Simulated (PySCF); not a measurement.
Ionising TlO

UHF-CCSD(T); PySCF, scalar-relativistic core potentials, basis sets Tl cc-pVDZ-PP with ECP60, O cc-pVDZ. Neutral (UHF): doublet (π ↑), Re = 2.199 Å, ωe = 473 cm⁻¹, De = 2.50 eV.

TlO⁺ (UHF): triplet (π ↑↑), Re = 3.078 Å, ωe = 115 cm⁻¹. The energies at the minima are -246.58186 hartree for TlO and -246.30672 for TlO⁺.

Question: Work out the adiabatic ionisation energy, without and with harmonic zero-point energies (1 hartree = 27.2114 eV, 1 eV = 8065.5 cm⁻¹), and the change of the bond length.

Answer: At UHF-CCSD(T): 0.27514 hartree = 7.487 eV between the minima; the zero-point term (115.0 − 473.0)/2 cm⁻¹ = -0.022 eV makes it 7.465 eV. Re changes by +87.9 pm against the neutral. The electron leaves a π orbital, and the ion is left as a loose complex of an ion and an atom.

Correlated steps freeze 5 core orbitals. Correlated levels converge slowly with the basis: in double zeta they bind strong bonds too weakly, by up to about 1 eV, and carry superposition errors of some tenths. Spin–orbit coupling is left out, which matters for elements this heavy, above all for dissociation energies. States were picked by a PBE0 search and need not be the measured ground states.
